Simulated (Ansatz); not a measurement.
Gas-phase reaction in SMILES: [CH2-]B(C)NC → C[N-]B(C)C
Structures are relaxed separately at B3LYP-D3(BJ)/def2-TZVP in Ansatz (an electronic-structure program), one conformer each, not searched for the lowest.

Property: isomerisation energy (electronic energy difference), in kcal/mol. Correlated levels leave the core frozen unless marked. Spin-orbit coupling is left out. Non-relativistic unless marked X2C. Anions need diffuse functions: aug- sets have them; def2-D sets add few; the other sets have none. CBS marks a two-point X^-3 extrapolation of the correlation energy; Hartree-Fock from the larger set. [CCSD(T)-MP2]/basis is that difference in the basis named.

| level | program | isomerisation energy (kcal/mol) |
|---|---|---|
| PBE/def2-TZVPD | Ansatz | -7.2 |
| PBE-D3(BJ)/def2-TZVPD | Ansatz + dftd3 | -7.0 |
| PBE0/STO-3G | Ansatz | -23.8 |
| PBE0/def2-QZVPP | Ansatz | [?] |
| r2SCAN0-D4/def2-TZVPD | Ansatz + dftd4 | [?] |
| HSE06-D3(BJ)/def2-TZVPD | Ansatz + dftd3 | -5.8 |
| wB97M-V/def2-TZVPD | Ansatz | -5.4 |
| B2PLYP-D3(BJ)/def2-TZVPD | Ansatz + dftd3 | -6.3 |
| SCS-MP2/6-31G | Ansatz | -13.6 |
| CCSD/6-31G | Ansatz | [?] |
| CCSD/6-31G* | Ansatz | [?] |
| X2C-CCSD(T)/cc-pVTZ-DK | Ansatz | -8.0 |
| RI-MP2/CBS(aug-cc-pVTZ,aug-cc-pVQZ)+[CCSD(T)-MP2]/aug-cc-pVTZ | Ansatz | -5.2 |

Problem. Some entries are withheld; supply them.

Solution. 
- PBE0/def2-QZVPP, isomerisation energy (kcal/mol): -5.7
- r2SCAN0-D4/def2-TZVPD, isomerisation energy (kcal/mol): -5.3
- CCSD/6-31G, isomerisation energy (kcal/mol): -12.7
- CCSD/6-31G*, isomerisation energy (kcal/mol): -16.0
